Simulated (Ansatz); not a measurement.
Ge(CF3)H3 (CH₃F₃Ge). Total charge 0; triplet. Geometry PBE0-D4/def2-SVP, that of the neutral singlet.

```csv
atom,x (Å),y (Å),z (Å)
Ge1,-0.7065,-0.0027,-0.7206
C2,0.6903,0.0027,0.7043
F3,1.2438,1.2140,0.8459
F4,1.6788,-0.8574,0.4268
F5,0.1815,-0.3447,1.8934
H6,-1.2220,-1.4401,-0.8556
H7,-0.0442,0.4771,-2.0173
H8,-1.8217,0.9511,-0.2770
```

At PBE0-D4/def2-TZVP a singlet of charge 0 lies 7.72 eV below the triplet at the same geometry.

Question: Estimate the α-spin orbital energies around the gap (eV) in Ansatz with PBE-D4/def2-TZVP, r2SCAN-D4/def2-TZVP, PBE0-D4/def2-TZVP.

Answer: 
```csv
orbital,PBE-D4/def2-TZVP,r2SCAN-D4/def2-TZVP,PBE0-D4/def2-TZVP
HOMO−5,-11.81,-12.37,-14.01
HOMO−4,-11.11,-11.70,-13.37
HOMO−3,-9.52,-10.14,-11.46
HOMO−2,-8.80,-9.20,-10.17
HOMO−1,-8.80,-9.20,-10.17
HOMO,-1.05,-1.29,-1.99
LUMO,-0.40,-0.18,0.52
LUMO+1,-0.39,-0.18,0.52
LUMO+2,-0.04,0.36,0.84
LUMO+3,1.66,2.06,2.67
LUMO+4,1.66,2.06,2.67
LUMO+5,1.93,2.62,3.05
β HOMO,-8.49,-8.86,-9.79
β LUMO,-8.12,-8.01,-7.35
```
